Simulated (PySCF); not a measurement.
**Ar: excitation energy**

Ar [Ar] (1S) → Ar [Ne] 3s2 3p5 4s1 (3P), as a difference of total energies. Calculation: PySCF 2.14, in aug-cc-pCVTZ-DK with one added diffuse shell each of s, p, d, f type (9s8p6d4f, 91 functions); scalar relativity by spin-free X2C-1e. Correlated levels: valence and next inner shell: 1s2 frozen. The calculations carry no spin-orbit coupling.

```csv
method,excitation energy (eV)
UHF,10.651
MP2 (valence and next inner shell),11.580
SCS-MP2 (valence and next inner shell),11.542
CCSD (valence and next inner shell),11.374
CCSD(T) (valence and next inner shell),11.406
```

Problem. How much does correlation contribute at CCSD(T) (valence and next inner shell)?

Solution. 11.406 − (10.651) = 0.755 eV, measured against UHF.

A first-order spin-orbit estimate (lowest level to lowest level, LS coupling) adds -0.056 eV.

The promoted electron is Rydberg-like, and one or two diffuse shells describe it only roughly, which tends to raise the upper state.
